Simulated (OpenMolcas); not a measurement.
# How basis sets differ on CH4FGeN (SMILES [H]/N=[C](/F)[GeH3])

CH4FGeN has 8 atoms, charge 0, and is taken as a singlet. SMILES: `[H]/N=[C](/F)[GeH3]`. Geometry: relaxed at PBE0-D4/def2-TZVP.

Quantity: the HOMO–LUMO gap, in eV. The values are calculated.

| level | kind | program | value (eV) |
| --- | --- | --- | --- |
| HF/ANO-R0 (sfX2C) | Hartree–Fock | OpenMolcas | 13.45 |
| HF/STO-3G | Hartree–Fock | OpenMolcas | 16.83 |
| HF/3-21G | Hartree–Fock | OpenMolcas | 14.96 |
| HF/6-31G* (spherical functions) | Hartree–Fock | OpenMolcas | 14.99 |

All-electron rows without a relativistic Hamiltonian named are non-relativistic. The values span 13.45 to 16.83 eV. A Hartree–Fock LUMO above zero doesn't converge with the basis: it sinks as sets grow more diffuse. Orbital gaps aren't excitation energies.
